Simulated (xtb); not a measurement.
xtb input (GFN-FF):

```bash
xtb mol.xyz --gfnff --opt tight --chrg 0 --uhf 0
```
mol.xyz:
```
10

Si     1.53741981    -0.15454593     0.27798897
N     -0.00870706    -0.39510056    -0.45998986
Si    -1.53322615     0.32839801    -0.07870391
H      2.58406256     0.04090454    -0.75492498
H      1.43860133     1.04831448     1.13222697
H      1.95835252    -1.30523422     1.11726840
H     -0.03834391    -1.11117236    -1.17438112
H     -2.45959187    -0.61039038     0.60407042
H     -2.21243861     0.79528690    -1.31209694
H     -1.26840381     1.47406585     0.81777540
```

End of the output:

```
         :::::::::::::::::::::::::::::::::::::::::::::::::::::
         ::                     SUMMARY                     ::
         :::::::::::::::::::::::::::::::::::::::::::::::::::::
         :: total energy              -1.031389631585 Eh    ::
         :: gradient norm              0.000208061306 Eh/a0 ::
         ::.................................................::
         :: bond energy               -1.084003188252 Eh    ::
         :: angle energy               0.034608537046 Eh    ::
         :: torsion energy             0.001634506702 Eh    ::
         :: repulsion energy           0.038345782537 Eh    ::
         :: electrostat energy        -0.017631777398 Eh    ::
         :: dispersion energy         -0.004303638137 Eh    ::
         :: HB energy                  0.000000000000 Eh    ::
         :: XB energy                  0.000000000000 Eh    ::
         :: bonded atm energy         -0.000039854083 Eh    ::
         :: external energy            0.000000000000 Eh    ::
         :: add. restraining           0.000000000000 Eh    ::
         :: total charge              -0.000000000000 e     ::
         :::::::::::::::::::::::::::::::::::::::::::::::::::::

           -------------------------------------------------
          |                Property Printout                |
           -------------------------------------------------

molecular dipole:
                 x           y           z       tot (Debye)
 q only:       -0.065      -0.210       0.226       0.801
           -------------------------------------------------
          |                Geometry Summary                 |
           -------------------------------------------------

      molecular mass/u    :       77.2332859
   center of mass at/Å    :        0.0255262       0.0789987      -0.0805216
  moments of inertia/u·Å² :        0.2490262E+02   0.1552644E+03   0.1675987E+03
rotational constants/cm⁻¹ :        0.6769422E+00   0.1085737E+00   0.1005833E+00

 * 9 selected distances

     #   Z          #   Z                                           value/Å
     1  14 Si       2   7 N                                       1.7974967
     2   7 N        3  14 Si                                      1.7986387 (max)
     1  14 Si       4   1 H                                       1.4684524
Note: The following floating-point exceptions are signalling: IEEE_UNDERFLOW_FLAG IEEE_DENORMAL
normal termination of xtb
     1  14 Si       5   1 H                                       1.4661631
     1  14 Si       6   1 H                                       1.4681089
     2   7 N        7   1 H                                       1.0136236 (min)
     3  14 Si       8   1 H                                       1.4681463
     3  14 Si       9   1 H                                       1.4686610
     3  14 Si      10   1 H                                       1.4659852

 * 3 distinct bonds (by element types)

   Z      Z             #   av. dist./Å        max./Å        min./Å
   1 H    7 N           1     1.0136236     1.0136236     1.0136236
   1 H   14 Si          6     1.4675861     1.4686610     1.4659852
   7 N   14 Si          2     1.7980677     1.7986387     1.7974967

optimized geometry written to: xtbopt.xyz

           -------------------------------------------------
          | TOTAL ENERGY               -1.031389631585 Eh   |
          | GRADIENT NORM               0.000208061306 Eh/α |
           -------------------------------------------------
########################################################################
[WARNING] Runtime exception occurred
-1- gfnff_setup: Could not read topology file.
########################################################################

------------------------------------------------------------------------
------------------------------------------------------------------------
 total:
 SCF:
 ANC optimizer:
```
